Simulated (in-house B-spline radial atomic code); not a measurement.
A radial electron density 4πr²n(r) was computed for an atom or ion in its tabulated ground configuration with an all-electron radial atomic-structure program (B-spline basis); method: Dirac-Kohn-Sham wB97X, spherical fractional occupations, exact exchange averaged over the configuration. Columns: r (bohr), 4πr²n(r) (electrons per bohr), bar.

```
 0.00203    0.791 #
 0.00241    1.083 #
 0.00287    1.486 ##
 0.00342    2.031 ##
 0.00406    2.742 ###
 0.00484    3.703 ####
 0.00575    4.931 ######
 0.00685    6.531 ########
 0.00815    8.534 ##########
 0.00969    10.99 #############
  0.0115    13.89 ################
  0.0137    17.31 ####################
  0.0163    21.05 ########################
  0.0194    24.94 #############################
  0.0231    28.63 #################################
  0.0275    31.69 ####################################
  0.0327    33.64 #######################################
  0.0389    34.16 #######################################
  0.0463    33.14 ######################################
  0.0551    30.98 ####################################
  0.0656    28.57 #################################
  0.0781    27.17 ###############################
  0.0929    27.83 ################################
   0.111     30.9 ####################################
   0.132     35.1 ########################################
   0.157    38.26 ############################################
   0.186    38.06 ############################################
   0.222    33.38 ######################################
   0.264    25.78 ##############################
   0.314    18.52 #####################
   0.373    14.77 #################
   0.444    15.15 #################
   0.529    17.39 ####################
   0.629    18.05 #####################
   0.748    15.47 ##################
    0.89    10.61 ############
    1.06     5.73 #######
    1.26    2.395 ###
     1.5   0.7307 #
    1.78   0.1733 
    2.12  0.02942 
    2.53 0.003205
```

(1) Which atom or ion is it?
A. Ga8+
B. Co7+
C. Ni8+
D. Ni7+

Answers

(1) D. The area under the curve, ∫4πr²n dr = ∫r·4πr²n d(ln r) on this logarithmic grid, is 21 electrons, which only this option has. The configuration is [Ar] 3d3.
